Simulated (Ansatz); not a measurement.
`C[C](O)([AlH2])[SiH3]`, relaxed with RKS PBE0-D4/def2-TZVP in Ansatz 0.2.0 from a PBE-D4/def2-SVP geometry. The force threshold is 0.005 eV/Å; the program also tests the step.

The species carries charge 0 and has multiplicity 1.

Start:

```xyz
14

C    -1.061    0.651    0.989
C    -0.217   -0.276    0.101
O    -0.987   -1.401   -0.395
Al    1.375   -1.077    1.001
Si    0.479    0.630   -1.440
H    -1.526    0.090    1.828
H    -0.454    1.474    1.421
H    -1.894    1.124    0.418
H    -1.722   -1.043   -0.933
H     2.391   -0.082    1.745
H     1.654   -2.649    0.928
H    -0.670    0.873   -2.393
H     1.481   -0.256   -2.141
H     1.151    1.944   -1.129
```

(1) By how much does the energy fall, and how many steps does the optimiser take? (Best estimate.)

(2) Which bonds change most? (An estimate is asked.)

(3) Give the relaxed structure. (An estimate is asked.)

Results:

(1) The calculation gave: 1.07 kcal/mol, in 15 steps, 1 of them rejected.

(2) Computed: C2–Si5 from 1.918 to 1.893 Å; Si5–H14 from 1.508 to 1.489 Å; Si5–H12 from 1.513 to 1.494 Å; Si5–H13 from 1.510 to 1.492 Å.

(3) Computed: 
```xyz
14

C    -1.030    0.626    0.966
C    -0.201   -0.291    0.069
O    -0.986   -1.399   -0.416
Al    1.358   -1.077    1.005
Si    0.465    0.643   -1.437
H    -1.481    0.070    1.795
H    -0.421    1.431    1.389
H    -1.853    1.099    0.413
H    -1.722   -1.052   -0.934
H     2.399   -0.058    1.643
H     1.568   -2.643    1.095
H    -0.675    0.910   -2.363
H     1.469   -0.191   -2.159
H     1.109    1.933   -1.067
```
